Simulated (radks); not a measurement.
The numbers below are computed, except where a source is named.
Task: Ionisation of neutral silicon, [Ne] 3s2 3p2, to [Ne] 3s2 3p1 as the strength of local exchange is varied. Code: a radial shooting solver on a logarithmic mesh with Libxc functionals. Model: non-relativistic Kohn-Sham, Slater X-alpha exchange (alpha = 2/3 is LDA exchange), no correlation, spin-unpolarised, spherical densities, point nucleus.

alpha  E(Si) (hartree)  exchange (hartree)  IE (eV)  -e of the level emptied (eV)  <r> of it (bohr)
0.566       -284.36828           -15.54948    6.027                    2.595 (3p)             3.011
0.651       -286.71160           -18.00946    6.658                    3.107 (3p)             2.897
0.667       -287.15452           -18.47613    6.781                    3.208 (3p)             2.877
0.937       -294.71555           -26.52338    9.007                    5.106 (3p)             2.590
0.954       -295.19709           -27.04091    9.157                    5.237 (3p)             2.575
0.961       -295.39555           -27.25439    9.219                    5.292 (3p)             2.568
x           -290.57869           -22.10183    7.757                    4.027 (3p)             2.735

Which alpha was used in the last row?

Result: alpha = 0.79. NIST Atomic Spectra Database: 8.152 eV (measured). The Delta-SCF value meets it near alpha = 0.84. Spin polarisation and multiplet splitting are left out, so open shells lie too high by an amount that depends on their filling.

Beside tabulated values, note that spin-unpolarised runs miss the spin-polarisation part of the exchange energy of open shells.
